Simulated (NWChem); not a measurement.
System: CH$_{4}$Cl$_{2}$Ge; SMILES [CH3][GeH]([Cl])[Cl]

Here is an NWChem input.

```
start job
memory heap 200 mb stack 900 mb global 1100 mb
geometry units angstroms noautoz
  Ge    -0.318142    -0.000781     0.357035
  C     -2.002279    -0.003136    -0.619676
  Cl     0.824066    -1.759927    -0.226300
  Cl     0.820652     1.759807    -0.228502
  H     -0.409996     0.000052     1.900797
  H     -2.583534    -0.907092    -0.353138
  H     -2.581724     0.904176    -0.360788
  H     -1.790346    -0.007977    -1.705387
end
basis spherical
  * library sto-3g
end
dft
  xc xtpss03 ctpss03
  iterations 150
  mulliken
end
task dft energy
```

Parts of the log:

```
             Northwest Computational Chemistry Package (NWChem) 7.3.0
             --------------------------------------------------------

 C1  symmetry detected

                             Geometry "geometry" -> ""
                             -------------------------

 Output coordinates in angstroms (scale by  1.889725989 to convert to a.u.)

  No.       Tag          Charge          X              Y              Z
 ---- ---------------- ---------- -------------- -------------- --------------
    1 Ge                  32.0000    -0.30645277     0.00001974     0.35634187
    2 C                    6.0000    -1.96465568    -0.00014332    -0.66378089
    3 Cl                  17.0000     0.84889029    -1.75984118    -0.19826199
    4 Cl                  17.0000     0.84879534     1.75989516    -0.19828929
    5 H                    1.0000    -0.43837003    -0.00001558     1.89719774
    6 H                    1.0000    -2.55347439    -0.90371561    -0.41301014
    7 H                    1.0000    -2.54978834     0.90755426    -0.41944620
    8 H                    1.0000    -1.72460033    -0.00451254    -1.74362428

 Effective nuclear repulsion energy (a.u.)     454.6854469834

                                 NWChem DFT Module
                                 -----------------

 Summary of "ao basis" -> "ao basis" (spherical)
 ------------------------------------------------------------------------------
       Tag                 Description            Shells   Functions and Types
 ---------------- ------------------------------  ------  ---------------------
 Ge                          sto-3g                  8       18   4s3p1d
 C                           sto-3g                  3        5   2s1p
 Cl                          sto-3g                  5        9   3s2p
 H                           sto-3g                  1        1   1s

            General Information
            -------------------
          SCF calculation type: DFT
          Wavefunction type:  closed shell.
          No. of atoms     :     8
          No. of electrons :    76
           Alpha electrons :    38
            Beta electrons :    38
          Charge           :     0
          Spin multiplicity:     1
          Use of symmetry is: off; symmetry adaption is: off
          Maximum number of iterations: 150
          AO basis - number of functions:    45
                     number of shells:    25
          Convergence on energy requested:  1.00D-06
          Convergence on density requested:  1.00D-05
          Convergence on gradient requested:  5.00D-04

              XC Information
              --------------
                  TPSS metaGGA Exchange Functional  1.000
             TPSS03 metaGGA Correlation Functional  1.000

             Grid Information
             ----------------
          Grid used for XC integration:  medium
          Radial quadrature: Mura-Knowles
          Angular quadrature: Lebedev.
          Tag              B.-S. Rad. Rad. Pts. Rad. Cut. Ang. Pts.
          ---              ---------- --------- --------- ---------
          Ge                  1.25      112           8.0       590
          C                   0.70       49           8.0       434
          Cl                  1.00       88          11.0       590
          H                   0.35       45          10.0       434
          Grid pruning is: on
          Number of quadrature shells:   517
          Spatial weights used:  Erf1

      Superposition of Atomic Density Guess
      -------------------------------------

 Sum of atomic energies:       -2999.76917727

      Non-variational initial energy
      ------------------------------

 Total energy =   -2999.950209
 1-e energy   =   -5106.731334
 2-e energy   =    1652.095677
 HOMO         =      -0.207388
 LUMO         =       0.250404

     ---------------------------------------------
      Total Density - Mulliken Population Analysis
     ---------------------------------------------

    Atom       Charge   Shell Charges
 -----------   ------   -------------------------------------------------------
    1 Ge  32    30.59   2.00  2.00  6.00  2.00  5.92  1.19  1.50  9.97
    2 C    6     6.26   1.99  1.34  2.93
    3 Cl  17    17.60   2.00  2.00  5.99  1.97  5.64
    4 Cl  17    17.60   2.00  2.00  5.99  1.97  5.64
    5 H    1     1.12   1.12
    6 H    1     0.94   0.94
    7 H    1     0.94   0.94
    8 H    1     0.95   0.95

   convergence    iter        energy       DeltaE   RMS-Dens  Diis-err
 ---------------- ----- ----------------- --------- --------- ---------
 d= 0,ls=0.0,diis     1  -3003.4934547123 -3.46D+03  4.69D-02  3.85D-01
 d= 0,ls=0.0,diis     2  -3003.5299696705 -3.65D-02  2.33D-02  3.06D-01
 d= 0,ls=0.0,diis     3  -3003.6022601383 -7.23D-02  5.74D-03  2.17D-02
 d= 0,ls=0.0,diis     4  -3003.6065421234 -4.28D-03  1.07D-03  6.77D-04
 d= 0,ls=0.0,diis     5  -3003.6066841592 -1.42D-04  1.94D-04  4.27D-05
  Resetting Diis
 d= 0,ls=0.0,diis     6  -3003.6066921114 -7.95D-06  4.80D-05  2.17D-06
 d= 0,ls=0.0,diis     7  -3003.6066925593 -4.48D-07  9.18D-06  1.93D-08

         Total DFT energy =    -3003.606692559326
      One electron energy =    -5096.931972823132
           Coulomb energy =     1781.787997119694
    Exchange-Corr. energy =     -143.148163839242
 Nuclear repulsion energy =      454.685446983355

 Numeric. integr. density =       75.999974490858

                       DFT Final Molecular Orbital Analysis
                       ------------------------------------

[...]
```

Level: TPSS/STO-3G. All runs use the structure optimised with PBE-D3(BJ)/def2-SVP.
